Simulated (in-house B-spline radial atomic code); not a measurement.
The numbers below are computed, except where a source is named.
## C6 from the polarisability at imaginary frequency: neutral helium

RPBE linear response of the closed shell 1s2, from a B-spline radial code for spherical atoms; non-relativistic, point nucleus, no spin-orbit coupling.

The dispersion coefficient of two like species is C6 = (3/π) ∫ α(iu)² du from 0 to ∞.

```tsv
u (hartree)	α(iu) (bohr³)
0	1.576
0.03	1.574
0.07	1.565
0.12	1.544
0.2	1.492
0.3	1.402
0.45	1.24
0.7	0.9739
1	0.7226
1.5	0.4586
2.5	0.2226
5	0.06912
```

Q: Fit one oscillator, α(iu) = α(0)/(1 + u²/ω²), through u = 0.7 and estimate C6.

A: From α(0)/α(iu) − 1 = 1.576/0.9739 − 1 = 0.6182, ω = u/√0.6182 = 0.8903 hartree (24.2 eV). London's formula gives C6 = (3/4) α(0)² ω = 0.75 × 1.576² × 0.8903 = 1.658 hartree·bohr⁶, and the oscillator holds f = α(0) ω² = 1.25 electrons, of a sum of oscillator strengths of 2.0.

Q: How does that compare with the full integral?

A: The program's quadrature over all excitations gives C6 = 1.719, so the single oscillator is off by -3.5 %. At the last point the fit gives α = 0.0484 against 0.0691: higher excitations, and deeper shells where there are any, keep the true curve higher at large u.
